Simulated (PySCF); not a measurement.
C$_{6}$H$_{7}$O$_{2}$P: full NMR table

- Formula: C6H7O2P
- SMILES: CC(=O)c1coc(C)p1
- Point group of the computed structure: C1
- Carbon signals: 6
- Proton signals: 3

Atoms are numbered as in `[CH3:1][C:2](=[O:3])[c:4]1[cH:5][o:6][c:7]([CH3:8])[p:9]1`; H(Xn) means a hydrogen on atom n.

- structure optimised with GFN2-xTB
- GIAO PBE0/pcSseg-1 shieldings
- program: PySCF
- in vacuum, averaged over atoms made equivalent by symmetry, fast rotation or ring inversion, one conformer, non-relativistic Hamiltonian

Shifts are taken against calculated references (same method and geometry level): TMS for $^{1}$H and $^{13}$C; H3PO4 for $^{31}$P; H2O for $^{17}$O.

```tsv
carbon	δC, type	δH (multiplicity)	HMBC from (2–3 bonds)	span of the C tensor (ppm)
C1	33.3, CH3	2.62 (s)	–	54
C2	197.1, C	–	H(C5), H(C1)	203
C4	148.4, C	–	H(C5), H(C1)	163
C5	159.6, CH	8.77 (m)	–	160
C7	206.2, C	–	H(C5), H(C8)	252
C8	21.9, CH3	2.84 (m)	–	39
```

Other nuclei:
```
atoms   nucleus                                     environment  δ (ppm)  σ (ppm)
   P9  $^{31}$P  phosphorus bonded to 2 C, in a 5-membered ring    120.1    198.2
   O3  $^{17}$O                                   ketone oxygen    628.6   -292.5
   O6  $^{17}$O                            aromatic ring oxygen    358.8    -22.8
```

- δC 206.2: substituted aromatic carbon next to the ring oxygen.
- δC 197.1: ketone carbonyl carbon; the double bond to the heteroatom, with no lone-pair donor beside it, deshields it most.
- δC 159.6: aromatic CH next to the ring oxygen.
- δC 148.4: substituted aromatic carbon.
- δH 8.77: hydrogen on an aromatic CH next to the ring oxygen; ring current plus the deshielding of an ortho carbonyl group.

Splittings by $^{31}$P in the carbon and heteronuclear signals aren't shown, as no couplings were computed. Shifts are as computed. Against solution values, carbons near 30 ppm lie about +3 ppm off and those near 130 ppm about +5 ppm. Of 1211 compounds with measured shifts, 218 miss one by over three times the rms of a fit or turn the order of signals round; such compounds aren't used in these exercises. Unscaled 17O shifts of doubly bonded oxygen tend to come out too high, by tens of ppm or more. Experimental scales use liquid or dissolved standards, which lie at an offset from isolated H2O (liquid H2O: subtract about 36 ppm) and H3PO4. Multiplicities follow the n + 1 count of equivalent neighbours, as no J values were calculated; m marks all less simple cases, F and P coupling included.
